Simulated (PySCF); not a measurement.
Species: C10H10O2.
Atom-mapped SMILES: `[CH3:1][O:2][C:3](=[O:4])/[CH:5]=[CH:6]/[c:7]1[cH:8][cH:9][cH:10][cH:11][cH:12]1`

Geometry (PBE0-D3(BJ)/def2-SVP, Å), atoms numbered from 1 in this order:
```xyz
22
C10H10O2 angstrom
C      4.752    0.741    0.055
O      3.380    0.870    0.371
C      2.550    0.069   -0.314
O      2.931   -0.718   -1.146
C      1.149    0.289    0.087
C      0.165   -0.400   -0.516
C     -1.269   -0.315   -0.259
C     -1.824    0.547    0.702
C     -3.197    0.589    0.908
C     -4.047   -0.228    0.159
C     -3.513   -1.088   -0.798
C     -2.137   -1.130   -1.004
H      5.091   -0.298    0.185
H      5.292    1.407    0.738
H      4.944    1.034   -0.989
H      0.971    1.026    0.873
H      0.481   -1.110   -1.290
H     -1.171    1.192    1.294
H     -3.612    1.265    1.659
H     -5.126   -0.192    0.324
H     -4.172   -1.730   -1.388
H     -1.717   -1.804   -1.754
```

Definitions: NICS(0) = −σiso at the ring centroid; NICS(1) = −σiso and NICS(1)zz = −σzz at ±1 Å along the ring normal z. Level: GIAO CAM-B3LYP/pcSseg-1 (PySCF, non-relativistic, gas phase) on the PBE0-D3(BJ)/def2-SVP geometry, one conformer.

Ring bond lengths (Å): C7–C8 1.406, C8–C9 1.389, C9–C10 1.397, C10–C11 1.393, C11–C12 1.392, C12–C7 1.404.

**Question.** What do the NICS probes read (ppm)?

**Answer.** 
| ring | type | NICS(0) | NICS(1), two faces | NICS(1)zz, two faces | rms pucker (Å) | centre to ring atoms, mean (Å) |
| --- | --- | --- | --- | --- | --- | --- |
| C7–C8–C9–C10–C11–C12 | 6-membered carbocycle; formal bonds all aromatic | -7.8 | -10.8 / -10.8 | -26.9 / -26.9 | 0.00 | 1.40 |

**Question.** What do they say, and how far can they be read as aromaticity?

**Answer.** 
- C7–C8–C9–C10–C11–C12: mean NICS(1)zz -26.9 ppm, shielded. For a flat ring without four-coordinate atoms the NICS criterion counts such a value as aromatic.

**Question.** How equal are the bonds by HOMA? HOMA takes Krygowski's 1993 parameters.

**Answer.** 
- C7–C8–C9–C10–C11–C12: HOMA 0.97 = 1 − EN − GEO, with mean bond length 1.397 Å, EN = α(Ropt − mean)² = 0.020 and GEO = α × variance = 0.010. The geometric and the magnetic index point the same way.

**Question.** How do the values depend on the level or the medium?

**Answer.** 
```
                  level  NICS(0), C7–C8–C9–C10–C11–C12  mean NICS(1)zz, C7–C8–C9–C10–C11–C12
CAM-B3LYP/pcSseg-1, gas                           -7.8                                 -26.9
     PBE0/pcSseg-1, gas                           -7.7                                 -26.4
```

The geometry is the same throughout.

Time: 53 s wall, 2.0 min CPU; peak memory 2.2 GiB. Hardware: 2 threads of an Intel Xeon Platinum 8488C, no GPU, shared host with 192 logical CPUs at a one-minute load of 80. This is the whole shielding run at CAM-B3LYP/pcSseg-1, SCF included.
